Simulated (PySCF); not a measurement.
Estimate the missing entries of this data sheet.

C₅H₅F₃O.
SMILES: `FC(F)(F)C1=COCC1`

Conformer (atom-mapped SMILES and torsion angles): `[F:1][C:2]([F:3])([F:4])[C:5]1=[CH:6][O:7][CH2:8][CH2:9]1`: F1–C2–C5–C6 120°.

```tsv
property	level	value
point group of the GFN2-xTB geometry	GFN2-xTB	?
rotational constants A, B, C of the GFN2-xTB geometry	GFN2-xTB	?
dipole moment	wB97X-D/def2-SVPD	2.77 D
HOMO energy	wB97X-D/def2-SVPD	-8.83 eV
LUMO energy	wB97X-D/def2-SVPD	?
lowest singlet excitation	TDDFT wB97X-D/def2-SVPD	6.24 eV (199 nm, f = 0.211)
lowest triplet excitation (Tamm–Dancoff)	TDA wB97X-D/def2-SVPD	?
static isotropic polarisability	wB97X-D/def2-SVPD	?
electronic spatial extent ⟨r²⟩ about the centre of nuclear charge	wB97X-D/def2-SVPD	1150 bohr²
```

Gas-phase values; electronic properties from PySCF, density fitting. Geometry: GFN2-xTB; no solvent, vibrations or thermal averaging.

Problem. Give the point group of the GFN2-xTB geometry.

Solution. Cs.

Problem. The static isotropic polarisability?

Solution. 62.1 au.

Problem. The LUMO energy?

Solution. 1.62 eV.

Problem. Give the rotational constants A, B, C of the GFN2-xTB geometry.

Solution. 3.333, 1.117, 0.991 GHz.

Problem. Give the lowest triplet excitation (Tamm–Dancoff).

Solution. 4.04 eV.

The principal polarisabilities are 49.6, 63.8 and 73.0 au; their mean is the isotropic value. The polarisability is 9.20 Å³ as a volume (1 au = 0.148185 Å³), or 0.89 au for each of the 70 electrons. In wavenumbers S1 is 50400 cm⁻¹ (1 eV = 8065.54 cm⁻¹). No computed singlet falls in the visible range (750 to 380 nm, 1.65 to 3.26 eV); S1 lies 2.98 eV above its blue end.
